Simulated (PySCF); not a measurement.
C4H7ClF4Si.
Geometry (GFN2-xTB, Å), atoms numbered from 1 in this order:
```xyz
17
C4H7ClF4Si angstrom
F      2.8468    0.3830    1.5616
C      2.7534    0.1557    0.2188
Cl     3.1245   -1.5625   -0.0797
Si     0.9729    0.5442   -0.4255
C     -0.1662   -0.6093    0.5764
C     -1.5520   -0.7940   -0.0355
C     -2.2266    0.5318   -0.2993
F     -1.6583    1.1997   -1.3218
F     -2.1864    1.3582    0.7536
F     -3.5202    0.3887   -0.6237
H      3.5507    0.7353   -0.2511
H      0.7399    1.9575   -0.1362
H      0.9941    0.2146   -1.8491
H      0.2906   -1.5952    0.6717
H     -0.2732   -0.2158    1.5896
H     -1.4924   -1.3169   -0.9913
H     -2.2045   -1.3628    0.6316
```

Computed at PBE0/pcSseg-1 (PySCF, non-relativistic), with Q(35Cl) = −0.0817 b: Cl3, 35Cl (I = 3/2): χzz = -71.74 MHz, η = 0.080.

Problem. Where would the pure quadrupole (NQR) lines of 35Cl at Cl3 fall for the rigid, isolated species?

Solution. From ν = (|χ|/2)√(1 + η²/3): ν = 35.91 MHz (chlorine on a fluorinated carbon). For 37Cl the ratio of quadrupole moments, 0.7881, gives 28.30 MHz.

Problem. Apply the simplest Townes–Dailey estimate (no s hybridisation, no π bonding), ionic character = 1 − χzz/χ0, where χ0 is the coupling for one missing p electron along the bond: −109.74 MHz for 35Cl.

Solution. Cl3 on C2: 1 − (-71.74)/(-109.74) = 0.35. In this model a purely covalent bond gives χ0 and a free halide ion gives zero; s hybridisation or π bonding, where present, is counted here as ionic character.

In a crystal, neighbours and librations shift these lines. GFN2-xTB bond lengths can be off by several hundredths of an ångström, more for odd bonds, and the gradients follow them. The small basis limits the accuracy of the gradients.

One conformer stands for the species.
